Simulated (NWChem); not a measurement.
BH3SO; SMILES OBS

```xyz
6

B     -0.5664    -0.5966     0.0000
H     -1.7490    -0.7370     0.0000
O      0.2006    -1.7140     0.0000
H      1.1558    -1.5513     0.0000
S      0.0286     1.1301     0.0000
H      1.3634     0.9017     0.0000
```
Atoms are numbered in this order, from 1.

All runs: NWChem. Pople sets run with spherical d functions. Structure relaxed at the B3LYP/6-31G* (spherical d) level.

Problem. Among these, which level gives the lowest value of “orbital gap (eV)”?
A) PBE/STO-3G
B) PBE/6-31G*
C) PBE/3-21G
D) PBE/6-311++G**

Solution. D, PBE/6-311++G**. Values: PBE/6-311++G** 5.53; PBE/6-31G* 5.84; PBE/STO-3G 5.88; PBE/3-21G 5.96
